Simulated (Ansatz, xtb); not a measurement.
**CH10Ge2SSi: 4 structures ranked**

4 gas-phase structures of CH10Ge2SSi, from a drawn sample of its isomers (lower ones may exist). Each was relaxed with GFN2-xTB; where two conformers were screened, the lower at r2SCAN-D4/def2-SVP is listed:

A. `[SiH3][CH2][GeH2][S][GeH3]`, a singlet
B. `C[SiH2][GeH2][S][GeH3]`, a singlet
C. `[SiH3][S][GeH2][CH2][GeH3]`, a singlet
D. `C[S][Ge@@H]([SiH3])[GeH3]`, a singlet

Which do you expect lowest at r2SCAN-D4/def2-SVP, and how would the others follow?

Calculated order at r2SCAN-D4/def2-SVP: B (0.0), A (26.4), C (34.7), D (72.5) kJ/mol.

Energies above the lowest of each column, in kJ/mol; the last columns are at PBE0-D3(BJ)/def2-SVP geometries (a dash: not run or not comparable):

```json
{"structure": "B", "GFN2-xTB": "0.0", "HF/STO-3G": "0.0", "r2SCAN-D4/def2-SVP": "0.0", "PBE0-D3(BJ)/def2-SVP": "0.0", "CCSD(T)/def2-SVP + ΔMP2/def2-TZVPP": "0.0"}
{"structure": "A", "GFN2-xTB": "26.3", "HF/STO-3G": "32.3", "r2SCAN-D4/def2-SVP": "26.4", "PBE0-D3(BJ)/def2-SVP": "30.5", "CCSD(T)/def2-SVP + ΔMP2/def2-TZVPP": "18.3"}
{"structure": "C", "GFN2-xTB": "30.6", "HF/STO-3G": "45.3", "r2SCAN-D4/def2-SVP": "34.7", "PBE0-D3(BJ)/def2-SVP": "34.1", "CCSD(T)/def2-SVP + ΔMP2/def2-TZVPP": "17.1"}
{"structure": "D", "GFN2-xTB": "47.0", "HF/STO-3G": "51.8", "r2SCAN-D4/def2-SVP": "72.5", "PBE0-D3(BJ)/def2-SVP": "67.3", "CCSD(T)/def2-SVP + ΔMP2/def2-TZVPP": "–"}
```

Every level run on B puts it lowest or level with the lowest. CCSD(T)/def2-SVP + ΔMP2/def2-TZVPP orders those it was run on as B (0.0), C (17.1), A (18.3) kJ/mol. Less than 1 kcal/mol parts C and A, so the order within that pair means little. Flexible structures stand in one conformer each, not always the lowest. Frequencies (GFN2-xTB) were run for A, B, C alone. ΔMP2 is the change of the MP2 energy from the smaller to the larger basis.

Over these structures GFN2-xTB departs from r2SCAN-D4/def2-SVP by 9.1 kJ/mol on average once a common shift is removed. A GFN2-xTB relaxation took about 0.18 s and the r2SCAN-D4/def2-SVP energy about 2.8 s on a shared host (Ansatz 0.2.0, xtb 6.7.1).
